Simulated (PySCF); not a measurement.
**Distorted geometries of Dy(SH)3**

Dy(SH)3 (singlet in the valence; each metal's 4f electrons, 9 of them, lie in its core potential, out of spins and levels). PySCF 2.14.0, RKS r2SCAN, Dy lcecp-1-SVP with ECP55, S def2-SVP, H def2-SVP; non-relativistic Hamiltonian with scalar-relativistic core potentials where named; density fitting; no spin-orbit coupling. Relaxed geometry:

```xyz
7

Dy    0.0000    0.0000    0.7901
S     2.5441    0.4094    0.9624
H     2.8351   -0.9144    1.0172
S    -1.6266    1.9986    0.9624
H    -0.6256    2.9125    1.0172
S    -0.9175   -2.4080    0.9624
H    -2.2095   -1.9980    1.0172
```

Order these distorted geometries by energy above the relaxed one, lowest first.
A.
```xyz
7

Dy   -0.1354   -0.0110    0.9309
S     2.5215    0.5249    1.0307
H     3.1196   -1.1890    1.0114
S    -1.7555    1.8266    1.1611
H    -0.7311    3.1290    0.7060
S    -0.8618   -2.3541    1.1376
H    -2.1573   -1.9266    0.7510
```
B.
```xyz
7

Dy   -0.0235    0.0349    0.8352
S     2.4272    0.4194    0.7772
H     2.7096   -0.8394    1.0427
S    -1.6810    2.0777    0.8726
H    -0.6602    2.7300    1.0683
S    -0.7143   -2.3538    1.0578
H    -2.0578   -2.0688    1.0749
```
C.
```xyz
7

Dy    0.0010    0.0080    0.7971
S     2.5298    0.4091    1.0231
H     2.8346   -0.9543    0.9506
S    -1.6081    1.9507    0.9032
H    -0.5398    2.9459    1.0288
S    -0.9612   -2.3938    1.0040
H    -2.2564   -1.9655    1.0219
```

C (0.17 eV), B (0.43 eV), A (2.62 eV).

Which forces (eV/Å) act in the one that lies 0.43 eV up?


```
Dy  -1.12  0.91 -0.09
S    0.92  1.28 -0.21
H    0.23 -1.07  0.20
S   -3.57 -2.85 -0.72
H    3.84  2.67  0.73
S   -0.71 -0.85  0.08
H    0.41 -0.09  0.01
```
Forces carry noise of the integration grid, about 0.01 to 0.03 eV/Å.

No frequency check is given that shows the relaxed geometry to be a minimum. An lcecp potential fixes the number of 4f electrons, so in runs with it no electron can move into or out of that shell.
